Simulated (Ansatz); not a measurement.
Two isomers of C2H5FO2Si: A = `CC(=O)O[SiH2]F`, B = `CO[Si]1(F)CO1`.

Computed with Ansatz on PBE0-D4/def2-TZVP structures; ΔE is electronic, products minus reactants. CCSD(T)/CBS adds triple-zeta CCSD(T) − MP2 to the extrapolated MP2 energy (def2 sets, frozen cores). Functionals use def2-TZVPP. B3LYP here is the variant with VWN-RPA as its local correlation; programs differ in this. One conformer a species, not always the lowest.

Which is lower in electronic energy at CCSD(T)/CBS, and by how much? (Estimate.)

Ansatz gave: A, by 21.1 kcal/mol.

Give E(B) − E(A) in kcal/mol with PBE-D4, B3LYP-D4, B3LYP, B2PLYP, CCSD(T)/def2-TZVPP, PBE0-D4, MP2/def2-TZVPP. (An estimate is asked.)

Computed: PBE-D4 22.5, B3LYP-D4 22.9, B3LYP 23.1, B2PLYP 22.9, CCSD(T)/def2-TZVPP 22.4, PBE0-D4 22.2, MP2/def2-TZVPP 21.6. None reverses the order clearly.

Largest T1 diagnostic: 0.014.

In def2-TZVPP, CCSD(T) changes the Hartree–Fock value by −5.9 kcal/mol (the triples alone add +0.2 kcal/mol) and MP2 by −6.6 kcal/mol.
